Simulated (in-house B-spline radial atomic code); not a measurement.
Computed with a B-spline radial atomic code. Model: two electrons, singlet ground state, non-relativistic, full CI in B-splines with partial waves to l = 8 (at full coupling up to 3e-4 hartree above the limit, correlation up to 0.6 % small), density held at that of full coupling by Lieb maximisation.

W(λ) is the mean repulsion in the state of coupling λ less the Hartree energy of the fixed density. Its start is exact exchange, its initial slope is twice the second-order Görling-Levy correlation energy, and its area from 0 to 1 is E_xc. A straight curve means weak, dynamic correlation, and a curve that drops fast and flattens means strong correlation.

Command:
```bash
python run_ac.py task.json out
```
Settings (lengths in bohr, energies in hartree):
```
potential              ball
strength               1
lmax                   8
wall_radius            15.6
```

Run time, properties included: 9.1 s on 1 thread of Intel(R) Xeon(R) Processor @ 2.30GHz (shared host).

**W = mean repulsion less Hartree energy, and W of three functionals.**

Given: confinement empty hard sphere; hard wall radius 15.6 bohr; external potential zero inside.

Computed: LDA exchange minus exact 10.416 millihartree; PBE exchange minus exact 1.3339 millihartree.

```
coupling  W xc (hartree)  W xc minus exchange (millihartree)  kinetic minus Kohn-Sham (millihartree)  LDA (PW92) W minus its exchange (millihartree)  PBE W minus its exchange (millihartree)  SCAN W minus its exchange (millihartree)
       0       -0.098497                                   0                                       0                                               0                                        0                                         0
    0.02        -0.10109                              -2.597                                    0.03                                           -6.85                                    -4.04                                     -1.85
    0.05        -0.10447                              -5.978                                    0.14                                          -12.51                                    -8.11                                      -4.3
    0.12               ?                                   ?                                       ?                                               ?                                        ?                                         ?
    0.25        -0.11731                              -18.81                                    1.86                                          -29.89                                   -22.25                                    -15.17
     0.4        -0.12169                             -23.197                                    3.25                                           -36.3                                   -27.84                                       -20
     0.6        -0.12505                             -26.552                                     4.9                                          -41.86                                    -32.8                                     -24.3
     0.8               ?                                   ?                                       ?                                               ?                                        ?                                         ?
       1        -0.12853                             -30.031                                     7.6                                          -48.56                                   -38.89                                    -29.27
     1.4        -0.13039                             -31.897                                     9.8                                          -52.65                                   -42.65                                    -32.01
       2        -0.13207                             -33.573                                   12.61                                          -56.66                                   -46.36                                    -34.34
       3        -0.13367                             -35.175                                   16.54                                          -60.77                                   -50.19                                    -36.31
     4.5        -0.13502                             -36.522                                   21.49                                          -64.39                                   -53.58                                    -37.68
       7        -0.13626                              -37.76                                   28.45                                           -67.8                                   -56.78                                    -38.67
      10        -0.13711                             -38.615                                   35.61                                          -70.15                                   -59.01                                    -39.22
```

Task: What belongs in the row 0.12?

Result: W xc (hartree): -0.11049; W xc minus exchange (millihartree): -11.989; kinetic minus Kohn-Sham (millihartree): 0.64; LDA (PW92) W minus its exchange (millihartree): -20.82; PBE W minus its exchange (millihartree): -14.64; SCAN W minus its exchange (millihartree): -8.96.

Task: What belongs in the row 0.8?

Result: W xc (hartree): -0.12711; W xc minus exchange (millihartree): -28.613; kinetic minus Kohn-Sham (millihartree): 6.33; LDA (PW92) W minus its exchange (millihartree): -45.69; PBE W minus its exchange (millihartree): -36.27; SCAN W minus its exchange (millihartree): -27.2.

Task: What is the SCAN exchange minus exact?

Result: -4.0632 millihartree.

**Energy parts, natural occupations and partial-wave weights.**

Computed: total energy 0.1235 hartree; correlation energy -0.022435 hartree; kinetic part over minus potential part 0.25292; Hartree energy 0.19699 hartree; Kohn-Sham kinetic 0.047436 hartree; Lieb Oxford ratio E_xc over LDA exchange 1.373.

| natural | occupation of the shell (electrons) |
| --- | --- |
| s | 1.5471 |
| p | 0.44733 |
| s | 0.0040013 |
| d | 0.001559 |
| p | ? |
| d | 4.6324e-06 |

Task: What belongs in the row p?

Result: occupation of the shell (electrons): 5.9626e-06.

```json
{"wave": "s", "weight": "0.77554"}
{"wave": "p", "weight": "0.22367"}
{"wave": "d", "weight": "0.00078203"}
{"wave": "f", "weight": "?"}
{"wave": "g", "weight": "8.293e-07"}
```

Task: What belongs in the row f?

Result: weight: 1.5793e-06.

Task: What is the kinetic part of the DFT correlation energy?

Result: 0.0075953 hartree.

Task: What is the exchange energy?

Result: -0.098497 hartree.

Half-way to full coupling W has made 83 % of its drop, against 50 % for a straight line, and second-order (GL2) theory, half the initial slope, overshoots the correlation energy by about 205 %: correlation is strong. Over couplings 0 to 1 the errors in E_xc come to about -3.1 millihartree for LDA, -4.0 millihartree for PBE, -1.8 millihartree for SCAN, so SCAN is nearest. In LDA and PBE and SCAN the errors of exchange and correlation have opposite signs, so the sum is smaller than the larger of the two.
